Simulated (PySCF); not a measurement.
C$_{8}$H$_{10}$, triplet, at a GFN2-xTB geometry (a higher spin typed on purpose: for a closed-shell molecule this is an excited state) (in this run its highest filled SCF level lies above zero, so its values depend strongly on the basis, on diffuse functions most of all), with bond 17-7 at 1.6 times its length. Base run: PBE/STO-3G (PySCF).

Here is a job for PySCF.
```python
from pyscf import gto, scf, dft

mol = gto.M(
    atom='''
C     2.89995989    0.08720435    0.08180246
C     1.42431394    0.01572360    0.08528584
C     0.68151959    0.66352555   -1.05084969
C    -0.67705363    0.61971006   -1.08424344
C    -1.42431394   -0.01572360   -0.08528584
C    -2.89995989   -0.08720435   -0.08180246
C    -0.68151959   -0.66352555    1.05084969
C     0.67705363   -0.61971006    1.08424344
H     3.30573525   -0.37022876   -0.82672194
H     3.23520416    1.12973746    0.07464159
H     3.32581685   -0.41348527    0.94832706
H     1.26086097    1.15087264   -1.81651479
H    -1.20900519    1.08696493   -1.90343083
H    -3.23520416   -1.12973746   -0.07464159
H    -3.30573525    0.37022876    0.82672194
H    -3.32581685    0.41348527   -0.94832706
H    -1.60846580   -1.44328089    2.27591385
H     1.20900519   -1.08696493    1.90343083
''',
    basis='sto-3g',
    spin=2,
    verbose=4,
)

mf = dft.UKS(mol)
mf.xc = 'pbe'
mf.kernel()
```

Variants of this job, named by their change:

| change | ΔE vs base (mEh) | SCF cycles | <S^2> | outcome |
|---|---|---|---|---|
| base | 0.000 | 17 | 2.031 | converged |
| level_shift = 0.3 (with mf.max_cycle = 100) | 0.000 | 34 | 2.031 | converged |
| init_guess = sap | 0.000 | 18 | 2.031 | converged |
| solver = newton | 0.000 | - | 2.031 | converged |
| DIIS = ADIIS | 0.000 | 27 | 2.031 | converged |
| diis = off; damp = 0.6 (with mf.diis_start_cycle = 200; with mf.max_cycle = 150) | 0.000 | 38 | 2.031 | converged |
| conv_tol = 1e-11 | 0.000 | 21 | 2.031 | converged |
| diis = off (with mf.max_cycle = 100) | - | 100 | - | not converged |
| init_guess = 1e | 0.000 | 23 | 2.031 | converged |
| conv_tol = 1e-6 | 0.000 | 12 | 2.031 | converged |
| init_guess = atom | 0.000 | 15 | 2.031 | converged |
| level_shift = 1.0 (with mf.max_cycle = 100) | - | 100 | - | not converged |
| diis_space = 12 | 0.000 | 16 | 2.031 | converged |

Open shells are given as the SCF converged; they aren't shown to be the lowest states, and a large step between rows can be another state.
